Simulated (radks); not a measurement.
Neutral tungsten inside a hard spherical wall (all orbitals vanish at R), configuration held at [Xe] 4f14 5d4 6s2 and not refilled when levels cross. Calculated with a radial shooting solver on a logarithmic mesh with Libxc functionals: scalar-relativistic Kohn-Sham, PBE, spin-polarised, spherical densities, finite nucleus; open shells are filled with parallel spins first (spin-orbit coupling, left out, can overturn this in heavy ions); Fermi nuclear charge, rms radius 5.3658 fm. Eigenvalues in eV for spin up, with the zero of energy where the potential of the charges vanishes at infinity; a dash marks a level that is unbound or too diffuse for the functional's potential to be trusted. A positive occupied level is held by the wall or, in an anion where self-interaction has pushed it up, behind a barrier. The pressure on the wall is -dE/dV.

R (bohr)  E (hartree)  kinetic (hartree)    e(5p)    e(4f)   e(6s)   e(5d)  e(6p, empty)  e(7s, empty)  pressure (GPa)
free      -16140.0734          17777.573  -43.803  -32.983  -6.240  -5.307        -1.589             -               0
15        -16140.0734          17777.573  -43.803  -32.983  -6.239  -5.307        -1.586         0.210        < 0.0001
12        -16140.0734          17777.574  -43.798  -32.979  -6.236  -5.303        -1.563         0.674        0.000797
10        -16140.0730          17777.578  -43.768  -32.948  -6.212  -5.274        -1.471         1.554          0.0124
7         -16140.0581          17777.689  -43.221  -32.391  -5.751  -4.784        -0.453         6.756           0.863
6         -16140.0232          17777.895  -42.412  -31.548  -4.994  -4.065         0.910        12.019            3.92
5         -16139.9033          17778.492  -40.559  -29.561  -2.962  -2.380         4.205        22.907            19.8
4         -16139.4550          17780.376  -36.397  -24.888   3.057   1.756        13.164        48.287             122
3.5       -16138.8307          17782.794  -32.598  -20.428  10.272   6.004        23.301        74.023             344
2.5       -16133.7081          17801.830  -14.478    1.048  57.741  29.365        83.613        207.44            4470
2         -16122.2869          17841.833   13.743   30.458  141.11  66.837        180.18        399.74           23400
